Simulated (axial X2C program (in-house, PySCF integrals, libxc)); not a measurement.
# Potential curves of CoSi⁺, two-component

Computed with an axial X2C code built on PySCF integrals. Two-component (2c) means X2C with spin–orbit coupling and atomic mean-field two-electron Coulomb and Gaunt terms. Basis: Co dyall-cv3z [9s10p6d3f2g], Si dyall-v3z [8s7p2d1f] (cores contracted in-house); Gaussian nuclei, density fitting, unrestricted open shells. Masses: Co 58.933 u, Si 27.977 u.

State: Ω = 3 (⟨Sz⟩ = 1.00, ⟨Lz⟩ = 2.00 at B97-3). Energies in eV from the lowest point of each curve. Fits are polynomials in 1 − R0/R over 0.85 to 1.23 times the lowest point R0.

| R (Å) | B97-3 | PBE0 |
| --- | --- | --- |
| 1.9244 | 0.6302 | 0.5200 |
| 2.0129 | 0.2970 | 0.2345 |
| 2.0793 | 0.1349 | 0.0961 |
| 2.1456 | 0.0401 | 0.0214 |
| 2.2120 | 0.0000 | 0.0000 |
| 2.2894 | 0.0078 | 0.0284 |
| 2.3668 | 0.0598 | 0.1007 |
| 2.4664 | 0.1737 | 0.2390 |
| 2.5880 | 0.3583 | 0.4513 |
| 2.7650 | 0.6716 | 0.7985 |

Occupations by symmetry block were frozen at the best pattern of an incomplete PBE0 search. Density functionals use the spin component along the axis (collinear). The functionals have no current-density term, which raises determinants with orbital currents, atoms included. With several unpaired electrons one determinant need not be a pure state. The determinant is spin-polarised beyond a pure state at some levels (its spin-free form has ⟨S²⟩ too high), which makes Re and μ there less reliable.

Question: What are Re and ωe at the B97-3 level?

Answer: At B97-3, 2c: Re = 2.238 Å, ωe ≈ 358 cm⁻¹; Be follows as 0.177 cm⁻¹.

Question: What are Re and ωe at the PBE0 level?

Answer: At PBE0, 2c: Re = 2.209 Å, ωe ≈ 374 cm⁻¹; Be follows as 0.182 cm⁻¹.
